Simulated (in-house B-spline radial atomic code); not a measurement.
## Mg²⁺: [He] 2s1 2p6 (6d3/2)1 (an excited or competing configuration)

Method: Dirac-Hartree-Fock, average of the jj configuration, Fermi nucleus of rms radius 3.057 fm. Calculated with an all-electron radial atomic-structure program (B-spline basis).

Screening seen three ways: the hydrogenic charge with the same mean radius, Z_r = [3n² - l(l+1)]/(2<r>), the one with the same energy, Z_e = n√(-2ε), and Slater's rules. Values are occupation-weighted means over j.

| shell | electrons | ε (eV) | <r> (bohr) | Z_r | Z_e | Slater |
| --- | --- | --- | --- | --- | --- | --- |
| 1s | 2 | -1389.7 | 0.1304 | 11.50 | 10.11 | 11.70 |
| 2s | 1 | -151.46 | 0.6652 | 9.02 | 6.67 | 8.20 |
| 2p | 6 | -107.32 | 0.6451 | 7.75 | 5.62 | 8.20 |
| 6d | 1 | -3.4729 | 16.6 | 3.07 | 3.03 | 3.00 |

The least bound orbital is 6d3/2 at -3.473 eV, and it is also the most diffuse (<r> = 16.6 bohr). The part-filled 2s shell lies below the filled 2p shell in orbital energy.

For the 1s electron the small component carries 0.179 % of the norm, the zero-frequency Breit interaction raises the level by 0.6723 eV, self-energy by 0.2771 eV, and vacuum polarisation lowers it by 0.01605 eV.

The density falls to 0.001 bohr⁻³ at 2.129 bohr; Σ<r²> = 315.14 bohr² gives, by the non-relativistic formula and without the paramagnetism of open shells, a Langevin diamagnetic susceptibility of -249.6×10⁻⁶ cm³/mol.
